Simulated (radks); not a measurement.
Trend from Rb3+ to Xe3+: ionisation energy by Delta-SCF between NIST ground configurations, and size. Method: scalar-relativistic Kohn-Sham, PBE, spin-polarised, spherical densities, finite nucleus; open shells are filled with parallel spins first (spin-orbit coupling, left out, can overturn this in heavy ions); Fermi nuclear charge, rms radius of each element as measured or else 0.836 A^(1/3) + 0.57 fm; computed with a radial shooting solver on a logarithmic mesh with Libxc functionals.

| species | configuration | configuration of the ion | IE (eV) | NIST (eV) | kind | outermost | <r> outermost (bohr) | r at 0.001 e/bohr^3 (bohr) |
|---|---|---|---|---|---|---|---|---|
| Rb3+ | [Ar] 3d10 4s2 4p4 | [Ar] 3d10 4s2 4p3 | 51.733 | 52.2 | semi-emp. | 4p | 1.58 | 3.21 |
| Sr3+ | [Ar] 3d10 4s2 4p5 | [Ar] 3d10 4s2 4p4 | 56.353 | 56.280 | semi-emp. | 4p | 1.49 | 3.15 |
| Zr3+ | [Kr] 4d1 | [Kr] | 34.440 | 34.418 | exp. | 4d | 1.83 | 3.24 |
| Nb3+ | [Kr] 4d2 | [Kr] 4d1 | 37.519 | 37.61 | exp. | 4d | 1.71 | 3.29 |
| Mo3+ | [Kr] 4d3 | [Kr] 4d2 | 40.452 | 40.3 | semi-emp. | 4d | 1.60 | 3.28 |
| Tc3+ | [Kr] 4d4 | [Kr] 4d3 | 43.279 | 41 | theory | 4d | 1.51 | 3.25 |
| Ru3+ | [Kr] 4d5 | [Kr] 4d4 | 46.028 | 45 | theory | 4d | 1.43 | 3.20 |
| Rh3+ | [Kr] 4d6 | [Kr] 4d5 | 44.596 | 42 | theory | 4d | 1.38 | 3.17 |
| Pd3+ | [Kr] 4d7 | [Kr] 4d6 | 47.636 | 46 | theory | 4d | 1.31 | 3.12 |
| Ag3+ | [Kr] 4d8 | [Kr] 4d7 | 50.560 | 49 | theory | 4d | 1.25 | 3.08 |
| Cd3+ | [Kr] 4d9 | [Kr] 4d8 | 53.399 | 51 | theory | 4d | 1.20 | 3.03 |
| In3+ | [Kr] 4d10 | [Kr] 4d9 | 56.174 | 55.45 | exp. | 4d | 1.15 | 2.98 |
| Sn3+ | [Kr] 4d10 5s1 | [Kr] 4d10 | 41.402 | 40.74 | exp. | 5s | 2.12 | 3.32 |
| Sb3+ | [Kr] 4d10 5s2 | [Kr] 4d10 5s1 | 43.993 | 43.80 | exp. | 5s | 2.02 | 3.45 |
| Te3+ | [Kr] 4d10 5s2 5p1 | [Kr] 4d10 5s2 | 36.748 | 37.416 | exp. | 5p | 2.23 | 3.61 |
| I3+ | [Kr] 4d10 5s2 5p2 | [Kr] 4d10 5s2 5p1 | 40.139 | 40.36 | exp. | 5p | 2.11 | 3.64 |
| Xe3+ | [Kr] 4d10 5s2 5p3 | [Kr] 4d10 5s2 5p2 | 43.369 | 42.2 | exp. | 5p | 2.00 | 3.63 |

Reference values: NIST Atomic Spectra Database (exp. = measured, semi-emp. = semi-empirical, theory = theoretical value adopted there). Open shells are spherical and high-spin; term and fine-structure splittings are not resolved. Spin-orbit splitting is averaged out at the scalar-relativistic level.
